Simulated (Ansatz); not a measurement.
Ansatz (a program for electronic structure) input (LC-wPBE/def2-TZVPD):

Ansatz 0.2 input:
```yaml
crystal:
  periodic: [false, false, false]
  atoms:
    - {symbol: N, position_ang: [0.46818006, 1.31245551, -0.84217265]}
    - {symbol: Si, position_ang: [-0.07088359, 0.18859780, 0.36024309]}
    - {symbol: N, position_ang: [1.14674566, -1.03270898, 0.51910825]}
    - {symbol: N, position_ang: [-1.50377914, -0.57547085, -0.24180243]}
    - {symbol: H, position_ang: [0.99332529, 2.13272646, -0.58248419]}
    - {symbol: H, position_ang: [-0.14081557, 1.49603280, -1.62622572]}
    - {symbol: H, position_ang: [1.26970808, -1.52798203, 1.38838663]}
    - {symbol: H, position_ang: [2.02797933, -0.88742185, 0.04832765]}
    - {symbol: H, position_ang: [-2.41528779, -0.19964572, -0.03211819]}
    - {symbol: H, position_ang: [-1.52056517, -1.58400867, -0.28522162]}
basis:
  gaussian:
    orbitals: def2-TZVPD
hamiltonian:
  xc: {name: LC-wPBE}
magnetization: {spin_polarized: true, initial_magnetization: 1}
output: {forces: true}
```

Output:

```
Functional definition: LC-wPBE
integrals: 0.15 GiB planned
1118 factors; their error is unknown
integrals: 0.19 GiB planned
553 factors; integrals over basis functions are off by at most 1.6e-5 eV
0.34 GiB of the device are held for the grids
1.44 GiB of device memory are held for the factors and their scratch space
mean field: 1.05 GiB planned
mean field evaluation 1: about -12433.0998 eV, gradient 5.5e1 eV
mean field evaluation 2: about -12434.6363 eV, gradient 5.0e1 eV
mean field evaluation 4: about -12443.8773 eV, gradient 6.9e-1 eV
mean field evaluation 8: about -12443.8655 eV, gradient 2.9e-1 eV
mean field evaluation 16: about -12443.8659 eV, gradient 3.3e-4 eV
mean field -12443.86592979 eV, -457.3036381644 hartree, gradient 5.2e-5 eV, S^2 0.753106; 0 other end points of the search recorded, 0 dependent functions left out
the calculation of the forces begins
reference -12443.86592980 eV, -457.3036381648 hartree; 21, 20 occupied and 187, 188 virtual orbitals, 1118 factors
Total energy: -12443.86592980 eV, -457.3036381648 hartree
Atom 0 at     0.468180     1.312456    -0.842173 Å, force    -0.124137    -0.017354     0.209835 eV/Å
Atom 1 at    -0.070884     0.188598     0.360243 Å, force     0.095617    -0.254601    -0.486440 eV/Å
Atom 2 at     1.146746    -1.032709     0.519108 Å, force    -0.084756     0.206028     0.100605 eV/Å
Atom 3 at    -1.503779    -0.575471    -0.241802 Å, force     0.107716     0.080710     0.204119 eV/Å
Atom 4 at     0.993325     2.132726    -0.582484 Å, force    -0.007975    -0.052263    -0.021635 eV/Å
Atom 5 at    -0.140816     1.496033    -1.626226 Å, force     0.045283    -0.044383     0.067249 eV/Å
Atom 6 at     1.269708    -1.527982     1.388387 Å, force    -0.016272     0.006996    -0.054317 eV/Å
Atom 7 at     2.027979    -0.887422     0.048328 Å, force    -0.090692    -0.001060     0.017842 eV/Å
Atom 8 at    -2.415288    -0.199646    -0.032118 Å, force     0.045602    -0.011500    -0.032431 eV/Å
Atom 9 at    -1.520565    -1.584009    -0.285222 Å, force     0.029613     0.087427    -0.004827 eV/Å
Dipole moment:    -0.010662     0.028369     0.054179 e Å
```

It need not be the lowest isomer of its formula.
